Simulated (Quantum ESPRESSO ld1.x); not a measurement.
All-electron atom: the argon ion Ar9+ in [He] 2s2 2p5. Calculated with ld1.x of Quantum ESPRESSO 7.5: scalar-relativistic Kohn-Sham, BLYP, spin-unpolarised, spherical densities, point nucleus.

Normalised radial functions P(r) = r R(r), r in bohr:

r,2s,2p
0.005503,0.2229,0.0059
0.006885,0.2713,0.0091
0.008614,0.3280,0.0139
0.01086,0.3957,0.0215
0.01359,0.4690,0.0327
0.017,0.5483,0.0495
0.02144,0.6324,0.0753
0.02683,0.7084,0.1121
0.03356,0.7685,0.1649
0.04199,0.7976,0.2394
0.05295,0.7743,0.3457
0.06625,0.6775,0.4824
0.08288,0.4867,0.6559
0.1045,0.1770,0.8719
0.1308,-0.2231,1.1030
0.1636,-0.6861,1.3313
0.2047,-1.1424,1.5181
0.2581,-1.5067,1.6175
0.3229,-1.6586,1.5795
0.404,-1.5662,1.3946
0.5095,-1.2466,1.0777
0.6374,-0.8319,0.7214
0.7974,-0.4488,0.4014
0.9976,-0.1877,0.1779
1.258,-0.0551,0.0572
1.574,-0.0112,0.0131
1.969,-0.0014,0.0019
2.483,-0.0001,0.0001
3.107,0.0000,0.0000

2s: eigenvalue -517.09 eV, 1 radial node at r = 0.116 bohr, <r> = 0.400 bohr, 90 % of the charge inside 0.621 bohr. 2p: eigenvalue -454.58 eV, 0 radial nodes, <r> = 0.358 bohr, 90 % of the charge inside 0.588 bohr.
